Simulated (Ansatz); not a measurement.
`C=C[SiH](O)O[SiH2]O`, relaxed with RKS PBE0-D4/def2-TZVP in the Gaussian-basis code of Ansatz from a GFN2-xTB geometry. The force threshold is 0.005 eV/Å; the program also tests the step.

Charge 0, multiplicity 1.

Start:

```xyz
15

C     0.712   -1.582    1.624
C     1.607   -0.803    1.038
Si    1.200    0.641   -0.090
O     2.039    0.361   -1.453
O    -0.386    0.754   -0.419
Si   -1.908    0.213   -0.526
O    -2.734    1.176   -1.535
H     0.985   -2.403    2.270
H    -0.346   -1.427    1.476
H     2.657   -0.997    1.217
H     1.510    1.956    0.469
H     1.810    0.798   -2.269
H    -2.456    0.262    0.828
H    -1.963   -1.074   -1.196
H    -2.726    2.124   -1.433
```

```csv
step,energy (eV),largest force (eV/Å),largest move (Å)
1,-24093.8635,0.784,0.000
2,-24093.9361,0.266,0.078
3,-24093.9456,0.217,0.104
4,-24093.9541,0.179,0.051
5,-24093.9620,0.299,0.200
6,-24093.9692,0.103,0.069
7,-24093.9695,0.525,0.068
8,-24093.9743,0.528,0.069
9,-24093.9849,0.067,0.109
10 (rejected),-24093.9252,1.595,0.195
11,-24093.9880,0.069,0.098
15,-24093.9919,0.061,0.028
19,-24093.9930,0.056,0.032
23,-24093.9945,0.037,0.044
27,-24093.9956,0.077,0.019
31,-24093.9978,0.120,0.078
35 (rejected),-24093.9979,0.255,0.158
39 (rejected),-24094.0017,0.116,0.039
43,-24094.0061,0.072,0.053
47,-24094.0078,0.091,0.059
51,-24094.0091,0.061,0.021
55,-24094.0098,0.042,0.006
59,-24094.0101,0.005,0.007
63,-24094.0102,0.006,0.006
64,-24094.0102,0.003,0.003
```

End:

```xyz
15

C     1.176   -1.655    1.879
C     1.790   -0.792    1.075
Si    0.877    0.475    0.095
O     1.313    0.299   -1.477
O    -0.739    0.241    0.289
Si   -2.012    0.279   -0.729
O    -1.766    1.386   -1.927
H     1.720   -2.394    2.461
H     0.095   -1.659    1.985
H     2.876   -0.828    1.005
H     1.173    1.859    0.550
H     0.891    0.884   -2.111
H    -3.211    0.636    0.067
H    -2.162   -1.023   -1.413
H    -2.020    2.293   -1.749
```

Run time 2.6 min (2 threads of an AMD EPYC 7R13 on a shared host and a share of an NVIDIA H100 80 GB); peak host memory 0.91 GiB.
